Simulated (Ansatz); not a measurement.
ClFH3NOTi (`[NH2][Ti]([OH])([F])[Cl]`). Charge 0, multiplicity 1. The structure was optimised at the PBE0-D4/def2-TZVP level. It is one conformer, not always the lowest.

```xyz
8

N    -0.754   -0.818   -0.889
Ti    0.206    0.478    0.025
O     0.901   -0.314    1.440
F     1.392    1.186   -1.065
Cl   -1.145    2.119    0.656
H    -1.012   -1.714   -0.500
H    -1.113   -0.710   -1.828
H     1.524   -0.227    2.161
```

Problem. What is the dipole moment at PBE/def2-TZVPP? (An estimate is asked.)

Solution. Computed: 2.79 D, with components (0.40, -2.71, 0.51) D in this frame, pointing from negative to positive charge.

Problem. And with r2SCAN, B3LYP, ωB97M-V? (An estimate is asked.)

Solution. Computed: r2SCAN 2.84 D, B3LYP 2.81 D, ωB97M-V 2.85 D.

Problem. Give the Mulliken charges with PBE, ωB97M-V, r2SCAN in def2-TZVPP. (An estimate is asked.)

Solution. Ansatz gave: 
| atom | PBE | ωB97M-V | r2SCAN |
| --- | --- | --- | --- |
| N1 | -0.44 | -0.39 | -0.49 |
| Ti2 | 0.94 | 1.01 | 1.08 |
| O3 | -0.43 | -0.45 | -0.48 |
| F4 | -0.33 | -0.36 | -0.37 |
| Cl5 | -0.26 | -0.24 | -0.29 |
| H6 | 0.16 | 0.13 | 0.17 |
| H7 | 0.16 | 0.13 | 0.16 |
| H8 | 0.20 | 0.18 | 0.21 |

B3LYP here is the variant with VWN-RPA as its local correlation; programs differ in this.
